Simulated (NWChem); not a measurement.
Program: NWChem. System: HSi, charge 0, spin multiplicity 2, at a geometry optimised with UPBE/def2-SVP. The structure started from a generated list of species. Its SCF solution wasn't tested for a lower state. Level: UPBE0/def2-QZVP.

The NWChem input:

```
start mol
memory heap 200 mb stack 900 mb global 1100 mb
geometry units angstroms nocenter noautoz
  Si     0.000000     0.000000     0.103689
  H      0.000000     0.000000    -1.451653
  symmetry group C2v
end
basis spherical
  * library def2-qzvp
end
dft
  xc pbe0
  odft
  mult 2
  semidirect memsize 60000000 filesize 0
  iterations 100
end
task dft energy
```

NWChem printed:

```
             Northwest Computational Chemistry Package (NWChem) 7.3.0
             --------------------------------------------------------

                                NWChem Input Module
                                -------------------

 Scaling coordinates for geometry "geometry" by  1.889725989
 (inverse scale =  0.529177249)

 Turning off AUTOSYM since
 SYMMETRY directive was detected!

                             Geometry "geometry" -> ""
                             -------------------------

 Output coordinates in angstroms (scale by  1.889725989 to convert to a.u.)

  No.       Tag          Charge          X              Y              Z
 ---- ---------------- ---------- -------------- -------------- --------------
    1 Si                  14.0000     0.00000000     0.00000000     0.10368900
    2 H                    1.0000     0.00000000     0.00000000    -1.45165300

 Effective nuclear repulsion energy (a.u.)       4.7632491671

            Nuclear Dipole moment (a.u.)
            ----------------------------
        X                 Y               Z
 ---------------- ---------------- ----------------
     0.0000000000     0.0000000000    -0.0000132281

      Symmetry information
      --------------------

 Group name             C2v
 Group number             16
 Group order               4
 No. of unique centers     2

      Symmetry unique atoms

     1    2


 Summary of "ao basis" -> "" (spherical)
 ------------------------------------------------------------------------------
       Tag                 Description            Shells   Functions and Types
 ---------------- ------------------------------  ------  ---------------------
 *                         def2-qzvp                  on all atoms

                                 NWChem DFT Module
                                 -----------------

 Summary of "ao basis" -> "ao basis" (spherical)
 ------------------------------------------------------------------------------
       Tag                 Description            Shells   Functions and Types
 ---------------- ------------------------------  ------  ---------------------
[...]
   alpha      1      2      3      4      5      6      7      8      9     10
    beta      1      2      3      5      4      6      7      9      8     10
 overlap   1.000  1.000  1.000  1.000  1.000  0.996  0.996  0.991  0.999  0.994

   alpha     11     12     13     14     15     16     17     18     19     20
    beta     11     14     12     13     16     17     15     18     19     20
 overlap   0.971  0.992  0.962  1.000  0.999  0.999  1.000  0.964  0.996  0.999

   alpha     21     22     23     24     25     26     27     28     29     30
    beta     22     21     23     25     26     27     24     31     30     29
 overlap   0.994  0.998  0.891  0.998  0.879  0.992  0.993  0.989  0.966  0.999

   alpha     31     32     33     34     35     36     37     38     39     40
    beta     28     34     33     32     35     37     36     38     39     40
 overlap   0.979  0.994  0.977  0.975  0.995  0.999  1.000  0.999  1.000  1.000

   alpha     41     42     43     44     45     46     47     48     49     50
    beta     42     43     41     44     45     46     47     48     49     52
 overlap   1.000  0.997  1.000  1.000  0.946  0.999  0.947  0.998  0.998  0.994

   alpha     51     52     53     54     55     56     57     58     59     60
    beta     53     50     51     56     57     55     54     58     60     59
 overlap   0.988  0.979  0.980  0.979  0.980  0.995  0.903  0.913  0.999  0.997

   alpha     61     62     63     64     65     66     67     68     69     70
    beta     61     62     63     64     65     66     67     68     69     70
 overlap   0.991  1.000  0.991  1.000  0.999  1.000  0.999  1.000  1.000  1.000

   alpha     71     72     73     74     75     76     77     78     79     80
    beta     71     72     73     74     75     76     77     78     79     80
 overlap   1.000  1.000  1.000  1.000  1.000  0.998  1.000  0.998  1.000  1.000

   alpha     81     82     83     84     85     86     87     88     89     90
    beta     81     82     83     84     85     86     87     88     89     90
 overlap   1.000  1.000  1.000  1.000  1.000  1.000  1.000  1.000  1.000  1.000

   alpha     91     92     93     94     95     96     97     98     99    100
    beta     91     92     93     94     95     96     97     98     99    100
 overlap   1.000  1.000  1.000  1.000  1.000  1.000  1.000  1.000  1.000  1.000

     --------------------------
     Expectation value of S2:
     --------------------------
      <S2> =      0.7576 (Exact =     0.7500)

 center of mass
 --------------
 x =   0.00000000 y =   0.00000000 z =   0.09374631

 moments of inertia (a.u.)
 ------------------
           8.403593193981           0.000000000000           0.000000000000
           0.000000000000           8.403593193981           0.000000000000
           0.000000000000           0.000000000000           0.000000000000

     Multipole analysis of the density
     ---------------------------------

     L   x y z        total         alpha         beta         nuclear
     -   - - -        -----         -----         ----         -------
     0   0 0 0     -0.000000     -8.000000     -7.000000     15.000000

     1   1 0 0     -0.000000     -0.000000     -0.000000      0.000000
     1   0 1 0     -0.000000     -0.000000     -0.000000      0.000000
     1   0 0 1     -0.029689     -0.041147      0.011471     -0.000013

     2   2 0 0    -12.221879     -8.962084     -3.259795      0.000000
     2   1 1 0     -0.000000     -0.000000     -0.000000      0.000000
     2   1 0 1      0.000000      0.000000      0.000000      0.000000
     2   0 2 0     -8.779418     -5.206425     -3.572993      0.000000
     2   0 1 1      0.000000     -0.000000      0.000000      0.000000
     2   0 0 2    -12.270379    -10.894182     -9.439003      8.062807

 Task  times  cpu:        1.5s     wall:        1.5s

 Total times  cpu:        1.5s     wall:        1.5s
```
